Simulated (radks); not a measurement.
Task: Calculated with a radial shooting solver on a logarithmic mesh with Libxc functionals: non-relativistic Kohn-Sham, LB94 model potential, spin-unpolarised, spherical densities, point nucleus. Response by self-consistent Sternheimer equations with the Hartree and adiabatic LDA kernel. For heavy and open-shell atoms this level of theory can miss by tens of per cent. Rank As2+, Ru3+, Kr2+, N, F3+, Kr+, F+, C3+ (NIST ground configurations) by static dipole polarisability, largest first.

Result: Kr+ 10.76, As2+ 9.400, N 7.508, Kr2+ 7.469, Ru3+ 4.919, C3+ 2.901, F+ 1.783, F3+ 0.8871 bohr^3.
